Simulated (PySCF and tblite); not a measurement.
The numbers below are computed, except where a source is named.
2 E/Z isomers of C₅H₅NO₂, numbered alike:

| isomer | SMILES | descriptors |
| --- | --- | --- |
| A | [CH3:1][O:2][C:3](=[O:4])/[CH:5]=[CH:6]\[C:7]#[N:8] | 5=6 Z |
| B | [CH3:1][O:2][C:3](=[O:4])/[CH:5]=[CH:6]/[C:7]#[N:8] | 5=6 E |

Each isomer is a Boltzmann average at 298.15 K over at most 5 conformers: GFN2-xTB geometries, energies PBE0/def2-SVP (IEF-PCM, tetrahydrofuran) (D3(BJ) added where defined), GFN2-xTB thermal terms. Programs: PySCF with density fitting and tblite.

Rank the isomers by free energy at 298.15 K.


```csv
isomer,ΔG (kcal/mol),"ΔE, lowest conformer",conformers,largest weight %,rms dipole (D)
B,0.0,0.0,2,73,4.74
A,1.5,1.3,2,73,5.41
```

If they could interconvert freely, what would the mixture hold (chiral isomers as racemates)?

B 93 %, A 7 %. A racemate gains RT ln 2.

The minima are those of GFN2-xTB; planar forms about aryl–S or allylic bonds may be saddles in DFT.
